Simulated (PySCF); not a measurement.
## Radial density of Ce²⁺ (cerium, charge +2)

CAM-B3LYP, [Xe] 4f2, one real determinant. Calculation: PySCF 2.14, in cc-pVDZ-X2C; scalar relativity by spin-free X2C-1e.

```
r (bohr)  4πr²ρ (e/bohr)  4πr²(ρα − ρβ)
  0.0181           76.82         0.0006
  0.0304           66.69         0.0014
  0.0512           82.74         0.0029
  0.0861           97.53         0.0015
   0.145           72.97         0.0215
   0.244           82.34         0.2002
   0.410           31.52         0.9095
   0.689           34.02         1.6660
    1.16           10.68         1.2480
    1.95           4.985         0.3569
    3.28          0.4016         0.0302
    5.52        0.003728         0.0016
    9.28       3.111e-05         0.0000
```

Densities and radii are taken from the X2C orbitals without a picture-change correction, which distorts them close to the nucleus.

⟨L²⟩ = 24.01 against 30 for a pure H term, so this real determinant mixes terms. Spin-orbit coupling, absent here, splits the open shell strongly.
